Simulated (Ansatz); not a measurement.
Wavefunction ladder for H4OSSi2 (`O[SiH]1[SiH2]S1`)

Cartesian coordinates in Å:
```
O 0.325 0.675 2.000
Si -0.314 0.726 0.493
Si -0.190 -0.909 -1.042
S 1.011 0.897 -1.172
H 1.102 0.129 2.131
H -1.401 1.720 0.565
H 0.609 -2.139 -0.813
H -1.142 -1.100 -2.162
```

The species carries charge 0 and has multiplicity 1. All single points use the PBE0-D4/def2-TZVP geometry. It is one conformer, not always the lowest. Frozen core, restricted reference, Ansatz 0.2.0. CBS rows extrapolate triple and quadruple zeta; past MP2 they add the triple-zeta difference.

| basis | HF (Eh) | MP2 corr. | CCSD corr. | (T) | CCSD(T) total |
| --- | --- | --- | --- | --- | --- |
| def2-SVP | ? | -0.50244 | -0.54629 | -0.01658 | ? |
| def2-TZVPP | -1052.73184 | -0.64989 | ? | ? | ? |
| def2-QZVPP | -1052.76451 | -0.70457 | – | – | – |
| CBS(def2) | -1052.76901 | -0.74508 | ? | as TZ | ? |

Fill in the withheld values. (Estimate.)

Computed: def2-SVP HF (Eh): -1052.28023; def2-SVP CCSD(T) total: -1052.84310; def2-TZVPP CCSD corr.: -0.69093; def2-TZVPP (T): -0.03059; def2-TZVPP CCSD(T) total: -1053.45336; CBS(def2) CCSD corr.: -0.78612; CBS(def2) CCSD(T) total: -1053.58572.
